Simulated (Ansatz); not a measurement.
An input meant for WNO₃H₂²⁻, that is [WO3(NH2)]- with one electron more (charge -2, doublet; scaled by 0.92; with a point charge).

```yaml
crystal:
  periodic: [false, false, false]
  atoms:
    - {symbol: W, position_ang: [0.338362, 0.595047, 0.205682]}
    - {symbol: O, position_ang: [0.320939, 0.565803, 1.838458]}
    - {symbol: O, position_ang: [1.880571, 0.560215, -0.325137]}
    - {symbol: O, position_ang: [-0.461140, 1.916652, -0.319946]}
    - {symbol: N, position_ang: [-0.521923, -0.897103, -0.501445]}
    - {symbol: H, position_ang: [-0.104882, -1.739155, -0.482658]}
    - {symbol: H, position_ang: [-1.451936, -1.001458, -0.414954]}
basis:
  gaussian: {orbitals: def2-mTZVPP, fitting: {mean_field: cc-pVTZ-jkfit}, point_charges: [{charge: -1.00, position_ang: [4.621, 0.739, 0.663]}]}
total_charge: -2
magnetization: {spin_polarized: false, initial_magnetization: 1}
hamiltonian: {xc: {name: LC-wPBE}}
```

```sh
$ ansatz run in.yaml --threads 4 --pin off --events-out ev --progress --plain --max-ram 3916MiB
```

(1) Predict how Ansatz answers.

Results:

(1) The input was rejected before any iteration.
```
Functional definition: LC-wPBE
  name "LC-wPBE"
  cite "Vydrov & Scuseria, J. Chem. Phys. 125, 234109 (2006) doi:10.1063/1.2409292"
  cite "Heyd & Scuseria, J. Chem. Phys. 120, 7274 (2004) doi:10.1063/1.1668634"
  cite "Ernzerhof & Perdew, J. Chem. Phys. 109, 3313 (1998) doi:10.1063/1.476928"
  cite "Perdew, Burke & Ernzerhof, Phys. Rev. Lett. 77, 3865 (1996) doi:10.1103/PhysRevLett.77.3865"
  parent pbe
  parameter omega = 0.4/bohr
  exchange = pbe_x_sr(omega) + exact_x_lr(omega)
  correlation = pbe_c
Error: [file] the basis set cc-pVTZ-JKFIT has no functions for W
```
